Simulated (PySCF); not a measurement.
SMILES [O](CC)[AlH][O]CC (GFN2-xTB optimised geometry):

```
18

Al    -0.315    -0.897     0.000
H     -0.909    -2.271    -0.011
O     -1.378     0.361     0.000
C     -2.403     1.308     0.071
C     -3.484     0.876     1.054
H     -1.981     2.271     0.383
H     -2.839     1.430    -0.929
H     -3.053     0.754     2.045
H     -4.272     1.623     1.097
H     -3.906    -0.076     0.741
O      1.331    -0.897     0.000
C      2.724    -0.807    -0.023
C      3.186     0.613    -0.327
H      3.114    -1.124     0.952
H      3.107    -1.494    -0.788
H      2.809     1.293     0.433
H      4.272     0.658    -0.343
H      2.800     0.926    -1.295
```

Method: CAM-B3LYP/def2-SVP run with PySCF.

**Question.** What are the frontier orbital energies and the dipole moment?

**Answer.** HOMO-2 -9.19 eV, HOMO-1 -9.14 eV, HOMO -9.11 eV, LUMO 1.40 eV, LUMO+1 1.67 eV; dipole moment 1.32 D.

Meta-Löwdin charges at CAM-B3LYP/def2-SVP: Al1 0.94, H2 -0.20, O3 -0.62, C4 0.08, C5 -0.29, H6 0.08, H7 0.09, H8 0.09, H9 0.10, H10 0.10, O11 -0.61, C12 0.08, C13 -0.29, H14 0.09, H15 0.09, H16 0.10, H17 0.10, H18 0.10.
